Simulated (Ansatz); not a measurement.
`[F][Zr]([F])([F])[F]` and `[NH2][Zr]([F])([F])[F]` differ in one atom or group.

Ansatz, PBE0-D4/def2-TZVP geometries, multiplicity 1. Each molecule was computed in one conformer, which needn't be the lowest.

Elements past krypton have def2 core potentials.

```json
{"property": "size of the dipole moment (B3LYP/def2-TZVPP) / D", "`[F][Zr]([F])([F])[F]`": "0.00"}
{"property": "LUMO energy (B3LYP/def2-TZVPP) / eV", "`[F][Zr]([F])([F])[F]`": "-1.51"}
{"property": "HOMO–LUMO gap (ωB97M-V/def2-TZVPP) / eV", "`[F][Zr]([F])([F])[F]`": "14.92"}
{"property": "size of the dipole moment (PBE/def2-TZVPP) / D", "`[F][Zr]([F])([F])[F]`": "0.00"}
{"property": "size of the dipole moment (ωB97M-V/def2-TZVPP) / D", "`[F][Zr]([F])([F])[F]`": "0.00"}
{"property": "HOMO–LUMO gap (PBE/def2-TZVPP) / eV", "`[F][Zr]([F])([F])[F]`": "8.03"}
```

Question: Give the same properties after the change, and the shifts. (Best estimate.)

Answer: Computed: 
```
                                          property  `[NH2][Zr]([F])([F])[F]`  shift
  size of the dipole moment (B3LYP/def2-TZVPP) / D                      2.50   2.50
               LUMO energy (B3LYP/def2-TZVPP) / eV                     -1.30   0.21
           HOMO–LUMO gap (ωB97M-V/def2-TZVPP) / eV                     10.94  -3.98
    size of the dipole moment (PBE/def2-TZVPP) / D                      2.43   2.43
size of the dipole moment (ωB97M-V/def2-TZVPP) / D                      2.42   2.42
               HOMO–LUMO gap (PBE/def2-TZVPP) / eV                      4.79  -3.24
```

With PBE0 the HOMO rises by 4.02 eV and the LUMO rises by 0.19 eV, so the gap narrows by about 3.83 eV. PBE moves the HOMO by 3.42 eV and ωB97M-V by 4.18 eV.

B3LYP here is the variant with VWN-RPA as its local correlation; programs differ in this.
